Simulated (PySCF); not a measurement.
Ga(F)2(SeH) (F2GaHSe), SMILES [F][Ga]([F])[SeH].

Geometry: ωB97X-D3(BJ)/def2-SVP. The structure was generated by enumeration; whether it is a known compound was not checked. The values are those of a single conformer.

All values below come from PBE/def2-TZVPD run with PySCF.

Symmetry labels are those of the subgroup Cs that the program uses (full group Cs).

Computed valence orbital energies around the gap with their symmetry:
```csv
orbital,symmetry,energy (eV)
HOMO−7,A',-10.77
HOMO−6,A',-10.26
HOMO−5,A",-9.78
HOMO−4,A',-9.75
HOMO−3,A",-9.32
HOMO−2,A',-9.15
HOMO−1,A',-8.51
HOMO,A",-7.05
LUMO,A',-2.79
LUMO+1,A",-1.73
LUMO+2,A',-1.51
LUMO+3,A',-0.02
```
